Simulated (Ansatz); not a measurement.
`C#[C][GaH2]` and `C#C[SiH3]` differ in one atom or group.

Ansatz, PBE0-D4/def2-TZVP geometries, multiplicity 1. 

Scalar relativity is left out up to krypton.

```json
{"property": "size of the dipole moment (B3LYP/def2-TZVPP) / D", "`C#[C][GaH2]`": "0.22"}
{"property": "HOMO energy (B3LYP/def2-TZVPP) / eV", "`C#[C][GaH2]`": "-7.72"}
{"property": "HOMO–LUMO gap (PBE/def2-TZVPP) / eV", "`C#[C][GaH2]`": "3.96"}
{"property": "HOMO energy (ωB97M-V/def2-TZVPP) / eV", "`C#[C][GaH2]`": "-10.16"}
{"property": "LUMO energy (PBE0/def2-TZVPP) / eV", "`C#[C][GaH2]`": "-1.98"}
{"property": "size of the dipole moment (ωB97M-V/def2-TZVPP) / D", "`C#[C][GaH2]`": "0.17"}
```

Give the same properties after the change, and the shifts. (Best estimate.)

The calculation gave: 
| property | `C#C[SiH3]` | shift |
| --- | --- | --- |
| size of the dipole moment (B3LYP/def2-TZVPP) / D | 0.39 | 0.17 |
| HOMO energy (B3LYP/def2-TZVPP) / eV | -8.08 | -0.36 |
| HOMO–LUMO gap (PBE/def2-TZVPP) / eV | 6.05 | 2.09 |
| HOMO energy (ωB97M-V/def2-TZVPP) / eV | -10.57 | -0.41 |
| LUMO energy (PBE0/def2-TZVPP) / eV | -0.10 | 1.88 |
| size of the dipole moment (ωB97M-V/def2-TZVPP) / D | 0.43 | 0.26 |

With PBE0 the HOMO falls by 0.38 eV and the LUMO rises by 1.88 eV, so the gap widens by about 2.26 eV. PBE moves the HOMO by -0.35 eV and ωB97M-V by -0.41 eV. The zero-point energy changes by 31.5 kJ/mol with +3 modes. Dipoles are sizes alone; their direction can turn.

B3LYP here is the variant with VWN-RPA as its local correlation; programs differ in this.
